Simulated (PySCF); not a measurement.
Hf(Cl)3(OH)(OH2) (Cl₃H₃HfO₂), SMILES [OH][Hf](<-[OH2])([Cl])([Cl])[Cl], multiplicity 1. The structure is a stationary point at PBE0-D3(BJ)/def2-SVP. The multiplicity is an assumed one; other spin states were not compared. The def2 effective core potentials stand for the cores of Hf; spin–orbit coupling is left out. The values are those of a single conformer.

Computed equilibrium geometry at PBE0-D3(BJ)/def2-SVP (PySCF confirms it by a frequency run) as a Z-matrix, and its point group (one conformer of several):
point group Cs.
```
Hf
O 1 1.8908
H 2 0.9561 1 168.77
O 1 2.3484 2 89.65 3 -180.00
H 4 0.9678 1 113.64 2 117.74
H 4 0.9678 5 108.35 1 -127.33
Cl 1 2.3559 2 102.34 3 0.00
Cl 1 2.3983 2 113.92 3 -104.33
Cl 1 2.3983 2 113.92 3 104.33
```
Charge 0, spin multiplicity 1.
